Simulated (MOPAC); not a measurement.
Input for MOPAC: PM7 on CH3FSi (SMILES C[Si]F), a point of a torsion scan.

```
PM7 1SCF PRECISE CHARGE=0 THREADS=1
CH3FSi

C     -0.55876970 1    -0.03829244 1    -0.00774332 1
Si     1.17271814 1    -0.84887835 1    -0.03976063 1
F      0.69144392 1    -2.32802210 1    -0.59478041 1
H     -0.81912699 1     0.28507448 1     0.99974248 1
H     -1.34184114 1    -0.71461900 1    -0.35397921 1
H     -0.58483717 1     0.85162942 1    -0.63593524 1
```

Program output:

```
*******************************************************************************
 **                                                                           **
 **                              MOPAC v23.2.5                                **
 **                                                                           **
 *******************************************************************************
 ** MOPAC's Digital Object Identifier: https://doi.org/10.5281/zenodo.6511958 **
 **                                                                           **
 ** Please cite the open-source release paper for use of this MOPAC version:  **
 ** J. E. Moussa and J. J. P. Stewart (2026)                                  **
 ** MOPAC: An open-source semiempirical molecular orbital program             **
 ** J. Open Source Softw., 11(119), 8025, https://doi.org/10.21105/joss.08025 **
 *******************************************************************************

                              PM7 CALCULATION RESULTS

 *******************************************************************************
 *  PM7        - The PM7 Hamiltonian to be used
 *
 *
 *
 *                 CHARGE ON SYSTEM = 0
 *
 *
 *
 *  PRECISE    - TIGHTER CRITERIA TO BE USED
 *  1SCF       - DO 1 SCF AND THEN STOP
 *  THREADS=1  - MULTI-THREADING NOT USED
 *  T=         - A TIME OF 172800.0 SECONDS REQUESTED
 *  DUMP=N     - RESTART FILE WRITTEN EVERY 7200.0 SECONDS REQUESTED
 *******************************************************************************
PM7 1SCF PRECISE CHARGE=0 THREADS=1
 CH3FSi

   ATOM   CHEMICAL          X               Y               Z
  NUMBER   SYMBOL      (ANGSTROMS)     (ANGSTROMS)     (ANGSTROMS)

     1       C         -0.55876970  *  -0.03829244  *  -0.00774332  *
     2      Si          1.17271814  *  -0.84887835  *  -0.03976063  *
     3       F          0.69144392  *  -2.32802210  *  -0.59478041  *
     4       H         -0.81912699  *   0.28507448  *   0.99974248  *
     5       H         -1.34184114  *  -0.71461900  *  -0.35397921  *
     6       H         -0.58483717  *   0.85162942  *  -0.63593524  *



          CARTESIAN COORDINATES

    NO.       ATOM           X           Y           Z

     1         C         -0.5588     -0.0383     -0.0077
     2        Si          1.1727     -0.8489     -0.0398
     3         F          0.6914     -2.3280     -0.5948
     4         H         -0.8191      0.2851      0.9997
     5         H         -1.3418     -0.7146     -0.3540
     6         H         -0.5848      0.8516     -0.6359

 General Reference for PM7:
 "Optimization of Parameters for Semiempirical Methods VI: More Modifications to the
 NDDO Approximations and Re-optimization of Parameters", J. J. P. Stewart, J. Mol. Mod., 1:32, 19 (2013)
 https://link.springer.com/article/10.1007/s00894-012-1667-x

           Empirical Formula: C H3 Si F  =     6 atoms



      MOLECULAR POINT GROUP   :   Cs


      RHF CALCULATION, NO. OF DOUBLY OCCUPIED LEVELS = 9


 -------------------------------------------------------------------------------
 PM7 1SCF PRECISE CHARGE=0 THREADS=1
 CH3FSi



     1SCF WAS SPECIFIED, SO BFGS WAS NOT USED
     SCF FIELD WAS ACHIEVED


                              PM7 CALCULATION
                                                       MOPAC v23.2.5 Linux




          FINAL HEAT OF FORMATION =        -43.82523 KCAL/MOL =    -183.36475 KJ/MOL


          COSMO AREA              =         99.59 SQUARE ANGSTROMS
          COSMO VOLUME            =         87.56 CUBIC ANGSTROMS

          IONIZATION POTENTIAL    =         10.251274 EV
          HOMO LUMO ENERGIES (EV) =        -10.251 -0.629
          NO. OF FILLED LEVELS    =          9
          MOLECULAR WEIGHT        =         62.1186         POINT GROUP:  Cs

          MOLECULAR DIMENSIONS (Angstroms)

            Atom       Atom       Distance
            H     6    F     3     3.42648
           Si     2    H     5     2.30339
            H     4    H     6     1.67235


          SCF CALCULATIONS        =          1





   ATOM   CHEMICAL          X               Y               Z
  NUMBER   SYMBOL      (ANGSTROMS)     (ANGSTROMS)     (ANGSTROMS)

     1       C         -0.55876970  *  -0.03829244  *  -0.00774332  *
     2      Si          1.17271814  *  -0.84887835  *  -0.03976063  *
     3       F          0.69144392  *  -2.32802210  *  -0.59478041  *
     4       H         -0.81912699  *   0.28507448  *   0.99974248  *
     5       H         -1.34184114  *  -0.71461900  *  -0.35397921  *
     6       H         -0.58483717  *   0.85162942  *  -0.63593524  *

                             CARTESIAN COORDINATES

   1    C       -0.558769700    -0.038292440    -0.007743320
   2   Si        1.172718140    -0.848878350    -0.039760630
   3    F        0.691443920    -2.328022100    -0.594780410
   4    H       -0.819126990     0.285074480     0.999742480
   5    H       -1.341841140    -0.714619000    -0.353979210
   6    H       -0.584837170     0.851629420    -0.635935240


           Empirical Formula: C H3 Si F  =     6 atoms



      MOLECULAR POINT GROUP   :   Cs


                  EIGENVALUES
 -39.39722 -25.77074 -16.06290 -15.54925 -15.22488 -14.48424 -14.40094 -13.01734
 -10.25127  -0.62926   1.07761   2.59954   5.13927   5.28045   6.54040  25.36479
  25.43286  25.45159  26.22751  27.04022


              NET ATOMIC CHARGES AND DIPOLE CONTRIBUTIONS

  ATOM NO.   TYPE          CHARGE      No. of ELECS.   s-Pop       p-Pop       d-Pop
    1          C          -0.690638        4.6906     1.05551     3.63513
    2         Si           0.590462        3.4095     1.46699     1.82422     0.11833
    3          F          -0.441295        7.4413     1.93787     5.50343
    4          H           0.178813        0.8212     0.82119
    5          H           0.183937        0.8161     0.81606
    6          H           0.178721        0.8213     0.82128
 DIPOLE           X         Y         Z       TOTAL
 POINT-CHG.     1.323     2.999     1.174     3.481
 HYBRID        -3.017    -0.990    -0.739     3.260
 SUM           -1.694     2.008     0.435     2.663


          ATOMIC ORBITAL ELECTRON POPULATIONS

     Atom    s        px        py        pz      x^2-y^2     xz        z^2       yz        xy
    1  C   1.05551   1.22519   1.21453   1.19540
    2 Si   1.46699   1.24773   0.43105   0.14544   0.03331   0.01230   0.01473   0.02250   0.03548
    3  F   1.93787   1.92937   1.68203   1.89203
    4  H   0.82119
    5  H   0.81606
    6  H   0.82128

 **********************
 *                    *
 * JOB ENDED NORMALLY *
 *                    *
 **********************




 == MOPAC DONE ==
```

The run finished.

Cost: around 0.020 core-seconds (rough).
